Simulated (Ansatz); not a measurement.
The same redistribution along the group Mg, Zn, Cd.

Program: Ansatz. Geometries: PBE0-D4/def2-TZVP. ΔE: electronic, gas phase. CCSD(T)/CBS is the MP2 limit (def2-TZVPP, def2-QZVPP) plus CCSD(T) − MP2 in def2-TZVPP, frozen cores. DFT in def2-TZVPP. def2 core potentials past Kr. For Cd, Mg, Zn outer-core shells are correlated without core-valence functions, which leaves a few kJ/mol of doubt a bond. Scalar relativity is left out up to krypton. One conformer a species, not always the lowest.

| reaction | CCSD(T)/CBS(def2) (eV) |
| --- | --- |
| `C[O][Mg][F]` + `O[BH][AlH][F]` → `C[O][Mg][OH]` + `F[BH][AlH][F]` | ? |
| `C[O][Zn][F]` + `O[BH][AlH][F]` → `C[O][Zn][OH]` + `F[BH][AlH][F]` | 0.38 |
| `C[O][Cd][F]` + `O[BH][AlH][F]` → `C[O][Cd][OH]` + `F[BH][AlH][F]` | 0.35 |

Problem. Fill in the missing values. (Best estimate.)

Solution. Ansatz gave: `C[O][Mg][F]` + `O[BH][AlH][F]` → `C[O][Mg][OH]` + `F[BH][AlH][F]`: +0.67 eV.

Largest T1 diagnostic: 0.018, for `C[O][Cd][F]`.
